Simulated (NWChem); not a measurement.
Molecule: 1,1,1,2-tetrafluoroethane (C2H2F4); SMILES FCC(F)(F)F

```xyz
8

F     -0.0852     1.9422     0.0000
C      0.7685     0.8873     0.0000
C     -0.0126    -0.4091     0.0000
F     -0.7877    -0.5147     1.0759
F     -0.7877    -0.5147    -1.0759
F      0.8445    -1.4336     0.0000
H      1.4045     0.9092     0.8994
H      1.4045     0.9092    -0.8994
```
Atoms are numbered in this order, from 1.

Results from NWChem. Pople sets run with spherical d functions. The geometry was optimised at PBE0/def2-SVP.

Predict the results for Hartree-Fock/6-31+G*. Quantities: highest occupied level (eV); orbital gap (eV); dipole (D).


| Property | Result |
|---|---|
| highest occupied level (eV) | -15.23 |
| orbital gap (eV) | 17.21 |
| dipole (D) | 2.34 |
